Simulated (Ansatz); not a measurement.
Consider the ligand exchange at a B–C bond: `C[BH][GeH3]` + CH₃SH → `CS[BH][GeH3]` + CH₄.

Isolated molecules relaxed with PBE0-D4/def2-TZVP in Ansatz; ΔE leaves out vibrations. CBS: MP2 limit from def2 TZ/QZ plus the TZ coupled-cluster correction, frozen cores. This one scheme is used for every species. DFT in def2-TZVPP. For Ge outer-core shells are correlated without core-valence functions, which leaves a few kJ/mol of doubt a bond. Scalar relativity is left out up to krypton. Each species was taken in one conformer, which may not be the lowest.

```json
{"level": "PBE0-D4", "ΔE (eV)": "-1.23"}
{"level": "MP2/CBS(def2)", "ΔE (eV)": "-1.28"}
```

Task: What does CCSD(T)/CBS give? (Best estimate.)

Result: Ansatz gave: -1.22 eV. The listed levels differ from it by -0.01, -0.06 eV.

Largest T1 diagnostic among the species: 0.014.

From PBE to PBE0 (25 % exact exchange), in def2-TZVPP and without D4, ΔE moves by +0.05 eV. The D4 term adds −0.05 eV with B3LYP and −0.03 eV with PBE0; it sums over pairs of atoms, weighted by their polarisabilities, and B3LYP, whose exchange is more repulsive, gets the larger term.

B3LYP here is the variant with VWN-RPA as its local correlation; programs differ in this.
